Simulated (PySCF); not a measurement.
**Radial density of Kr³⁺ (krypton, charge +3)**

PBE0, [Ar] 3d10 4s2 4p3, high-spin 4S determinant. Computed with PySCF 2.14 in x2c-TZVPall, with scalar relativity by spin-free X2C-1e.

| r (bohr) | 4πr²ρ (e/bohr) | 4πr²(ρα − ρβ) |
| --- | --- | --- |
| 0.000608 | 0.2738 | 0.0000 |
| 0.00102 | 0.6695 | 0.0000 |
| 0.00172 | 1.634 | 0.0000 |
| 0.00290 | 3.882 | -0.0001 |
| 0.00487 | 8.721 | -0.0002 |
| 0.00819 | 17.93 | 0.0000 |
| 0.0138 | 31.73 | 0.0019 |
| 0.0232 | 43.60 | 0.0126 |
| 0.0390 | 42.10 | 0.0561 |
| 0.0656 | 37.04 | 0.1576 |
| 0.110 | 51.31 | 0.1879 |
| 0.185 | 42.59 | -0.0155 |
| 0.312 | 31.05 | 0.3388 |
| 0.525 | 33.53 | 0.2213 |
| 0.883 | 9.533 | 0.5941 |
| 1.48 | 4.329 | 2.3316 |
| 2.50 | 0.8213 | 0.6070 |
| 4.20 | 0.009358 | 0.0070 |

Densities and radii are taken from the X2C orbitals without a picture-change correction, which distorts them close to the nucleus.

(1) Where is the radial spin density 4πr²(ρα − ρβ) most negative, and why is it negative at all?

Results:

(1) Around r = 0.185 bohr, down to -0.0155 e/bohr: exchange with the open shell polarises the paired shells in an unrestricted calculation.
